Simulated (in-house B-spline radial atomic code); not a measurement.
Results of a calculation; reference values are marked as such.
**Ghost states of the separable form: S**

S, [Ne] 3s2 3p4, non-relativistic LDA (VWN5), spherical and spin-unpolarised, from a B-spline radial code for spherical atoms (atomic units; all potentials screened as in the neutral atom).

Troullier-Martins channels: 3s (ε = -0.6309, r_c = 1.683 bohr), 3p (ε = -0.2617, r_c = 1.861 bohr). In the Kleinman-Bylander form one channel serves as the local potential, and each other channel l becomes |δV u><u δV|/<u|δV|u>, with δV = V_l − V_local and u the pseudo-orbital. Its strength is E_KB = <u|δV²|u>/<u|δV|u>. By the analysis of Gonze, Stumpf and Scheffler a spurious state lies below the reference level ε if E_KB > 0 and ε is above the second level of the local potential alone, or if E_KB < 0 and ε is above its first. The table's levels are those of angular momentum l in a sphere of 9 bohr, whose wall can lift a shallow ε a little above its free-atom value.

```json
{"local": "p", "channel": "s", "<u δV u>": "0.17919", "<u δV² u>": "0.42124", "ε": "-0.6309", "first local level": "-1.0008", "second local level": "-0.0331"}
{"local": "s", "channel": "p", "<u δV u>": "-0.1029", "<u δV² u>": "0.23547", "ε": "-0.2616", "first local level": "-0.2001", "second local level": "0.1046"}
```

Problem. Apply the rule to each row.

Solution. Local p, channel s: E_KB = +2.35, so ε = -0.6309 is set against -0.0331: no ghost. Local s, channel p: E_KB = -2.29, so ε = -0.2616 is set against -0.2001: no ghost.

Diagonalising the separable Hamiltonian gives:

| local | channel | three lowest levels | all-electron, two lowest valence levels |
| --- | --- | --- | --- |
| p | s | -0.6309, 0.0174, 0.2904 | -0.6309, 0.0177 |
| s | p | -0.2616, 0.0893, 0.3840 | -0.2616, 0.0894 |

Problem. Which choices of local channel are safe?

Solution. All are free of ghosts. Among the safe choices the second level, which tests transfer, is off by at most 0.2 millihartree (s local), 0.4 millihartree (p local).
